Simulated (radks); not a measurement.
Ir LXII, 16 electrons, occupied as [Ne] 3s2 3p4. Method: non-relativistic Kohn-Sham, LDA (Slater exchange, Perdew-Wang correlation), spin-unpolarised, spherical densities, point nucleus; relativity is left out, which matters for an element this heavy; computed with a radial shooting solver on a logarithmic mesh with Libxc functionals.

Normalised radial functions P(r) = r R(r), r in bohr:

| r | 3s |
|---|---|
| 0.0007354 | 0.1612 |
| 0.0009274 | 0.2003 |
| 0.001179 | 0.2496 |
| 0.001487 | 0.3072 |
| 0.00189 | 0.3781 |
| 0.002384 | 0.4582 |
| 0.00303 | 0.5524 |
| 0.003821 | 0.6522 |
| 0.004858 | 0.7588 |
| 0.006127 | 0.8554 |
| 0.007788 | 0.9324 |
| 0.009822 | 0.9617 |
| 0.01249 | 0.9135 |
| 0.01575 | 0.7564 |
| 0.02002 | 0.4475 |
| 0.02525 | -0.0022 |
| 0.03209 | -0.5861 |
| 0.04047 | -1.1562 |
| 0.05145 | -1.5501 |
| 0.06489 | -1.5028 |
| 0.08249 | -0.8308 |
| 0.104 | 0.3586 |
| 0.1322 | 1.7231 |
| 0.1668 | 2.5556 |
| 0.212 | 2.4856 |
| 0.2674 | 1.6934 |
| 0.3399 | 0.7671 |
| 0.4286 | 0.2283 |
| 0.5449 | 0.0371 |
| 0.6872 | 0.0033 |
| 0.8736 | 0.0001 |
| 1.102 | 0.0000 |

3s: eigenvalue -6557.8 eV, 2 radial nodes at r = 0.0252, 0.0977 bohr, <r> = 0.193 bohr, 90 % of the charge inside 0.279 bohr.
